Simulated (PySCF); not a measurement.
trans-Si(PH3)2Cl4.
SMILES: `P->[Si](<-P)(Cl)(Cl)(Cl)Cl`

The closed-shell ground state was solved at several levels (PySCF, density fitting, gas phase, non-relativistic). Geometry: PBE0-D3(BJ)/def2-SVP; no solvent, vibrations or thermal averaging.

```csv
level,basis functions,HOMO (eV),LUMO (eV),gap (eV),dipole (D)
wB97X-D/def2-SVPD,228,-9.27,0.24,9.51,0.35
PBE0/pcSseg-1,198,-7.46,-1.30,6.16,0.38
```

Estimate the row for wB97X-D/pcSseg-1, a basis of 198 functions; the other rows only guide the guess.

HOMO -9.36 eV, LUMO 0.41 eV, gap 9.77 eV, dipole 0.37 D.

Over all these levels, which gives the widest orbital gap and which the narrowest?

wB97X-D/pcSseg-1 (range-separated hybrid) has the widest, 9.77 eV, and PBE0/pcSseg-1 (global hybrid, 25 % exact exchange) the narrowest, 6.16 eV. The two share the basis. From the narrowest to the widest the HOMO moves by -1.90 eV and the LUMO by +1.71 eV.

How far do the dipole and the HOMO energy spread over the levels?

The dipole runs from 0.35 to 0.38 D (mean 0.37 D) and the HOMO from -9.36 to -7.46 eV.
